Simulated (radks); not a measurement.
Problem. The tungsten ion W33+, 41 electrons, occupied as [Kr] 4d5. Method: Dirac Kohn-Sham, exchange-only PBE, spin-unpolarised, spherical densities, finite nucleus; open shells fill j = l - 1/2 first; Fermi nuclear charge, rms radius 5.3658 fm; computed with a radial shooting solver on a logarithmic mesh with Libxc functionals. Some entries of the table are withheld. Estimate them.

orbital,occ.,eigenvalue (eV),r(max) (bohr)
1s1/2,2,-70673.87,0.01146
2s1/2,2,-13273.39,0.06588
2p1/2,2,-12752.06,0.04897
2p3/2,4,-11399.73,0.05580
3s1/2,2,-4041.450,0.1850
3p1/2,2,-3811.584,0.1732
3p3/2,4,-3514.165,0.1870
3d3/2,4,-3130.141,0.1464
3d5/2,6,-3065.301,0.1502
4s1/2,2,-1720.035,0.4029
4p1/2,2,-1622.070,(1)
4p3/2,4,-1534.540,(2)
4d3/2,4,(3),0.4088
4d5/2,1,(4),0.4154
5s1/2,0,(5),0.7456
5p1/2,0,-897.0866,0.7551
5p3/2,0,-862.1419,0.7886

Solution. 
(1) 4p1/2 r(max) (bohr): 0.3995
(2) 4p3/2 r(max) (bohr): 0.4230
(3) 4d3/2 eigenvalue (eV): -1374.870
(4) 4d5/2 eigenvalue (eV): -1356.444
(5) 5s1/2 eigenvalue (eV): -942.0910
